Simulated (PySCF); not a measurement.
The calculation used PySCF 2.14.0, delta-SCF UKS SCAN, pcX-2 on the ionised atom, pcseg-1 elsewhere, spin-free X2C. Geometries: PBE0-D3(BJ)/def2-SVP; isolated species, one conformer each. Values against the vacuum level.

Question: Order these sites by rising C 1s binding energy.
A. Carbon in `C=N[SiH2][PH3+]`
B. Carbon in `N[C](=O)[GeH2][SH]`
C. C5 in `[CH3:1][C:2]([CH3:3])([CH3:4])[CH:5]([F:6])[F:7]`
D. C2 in `[CH3:1][CH2:2][CH2:3][C@@H:4]1[BH:5][CH2:6][CH2:7][CH2:8]1`

Answer: D (290.29 eV), B (293.56 eV), C (295.23 eV), A (296.81 eV).

From the lowest up, the atoms are bonded to: 2 C and 2 H (290.29); O (double bond), N and Ge (293.56); 2 F, C and H (295.23); N (double bond) and 2 H in a species of charge +1 (296.81).

1 of these hole states is spin-contaminated (⟨S²⟩ 0.91, against 0.75; counted from 0.85) and less certain.
